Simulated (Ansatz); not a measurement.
The cluster Zn₂Se₂⁻. Charge -1, multiplicity 2. Geometry PBE-D4/def2-SVPD.

```xyz
4

Zn    0.520    1.239   -0.036
Zn   -0.520   -1.239    0.036
Se   -0.310    0.073   -1.963
Se    0.310   -0.074    1.963
```

At PBE-D4/def2-SVPD, PBE-D4/def2-TZVPD the highest occupied level of the charge -1 doublet lies above zero (up to 0.07 eV). By energy differences its removal costs 1.99 eV (vertical, to the charge 0 singlet, at PBE0-D4/def2-TZVPD). The structure comes from a short search, and lower isomers may exist.

(1) Estimate the α-spin orbital energies around the gap (eV) in Ansatz with PBE-D4/def2-SVPD, PBE-D4/def2-TZVPD, r2SCAN-D4/def2-TZVPD, PBE0-D4/def2-SVPD, PBE0-D4/def2-TZVPD.

## Answers

(1) 
| orbital | PBE-D4/def2-SVPD | PBE-D4/def2-TZVPD | r2SCAN-D4/def2-TZVPD | PBE0-D4/def2-SVPD | PBE0-D4/def2-TZVPD |
| --- | --- | --- | --- | --- | --- |
| HOMO−13 | -7.12 | -7.26 | -7.63 | -9.97 | -10.09 |
| HOMO−12 | -7.03 | -7.24 | -7.60 | -9.91 | -10.02 |
| HOMO−11 | -7.01 | -7.18 | -7.53 | -9.89 | -10.01 |
| HOMO−10 | -6.95 | -7.16 | -7.52 | -9.89 | -10.00 |
| HOMO−9 | -6.94 | -7.14 | -7.50 | -9.89 | -9.97 |
| HOMO−8 | -6.92 | -7.13 | -7.48 | -9.83 | -9.92 |
| HOMO−7 | -6.91 | -7.09 | -7.45 | -9.81 | -9.92 |
| HOMO−6 | -4.23 | -4.26 | -4.48 | -5.39 | -5.40 |
| HOMO−5 | -3.29 | -3.32 | -3.61 | -4.38 | -4.40 |
| HOMO−4 | -2.19 | -2.18 | -2.38 | -3.06 | -3.03 |
| HOMO−3 | -1.71 | -1.73 | -1.96 | -2.75 | -2.77 |
| HOMO−2 | -1.57 | -1.57 | -1.79 | -2.58 | -2.57 |
| HOMO−1 | -1.01 | -1.03 | -1.24 | -1.99 | -2.02 |
| HOMO | 0.07 | 0.05 | -0.22 | -0.51 | -0.53 |
| LUMO | 1.05 | 1.01 | 0.93 | 1.53 | 1.48 |
| LUMO+1 | 2.92 | 2.65 | 2.97 | 3.46 | 3.02 |
| LUMO+2 | 3.03 | 2.66 | 3.05 | 3.48 | 3.06 |
| LUMO+3 | 3.07 | 2.71 | 3.28 | 3.68 | 3.10 |
| LUMO+4 | 3.30 | 2.75 | 3.47 | 3.76 | 3.11 |
| LUMO+5 | 3.39 | 2.97 | 3.73 | 3.87 | 3.29 |
| β HOMO | -1.00 | -1.03 | -1.25 | -2.01 | -2.03 |
| β LUMO | 0.78 | 0.76 | 1.09 | 1.50 | 1.50 |
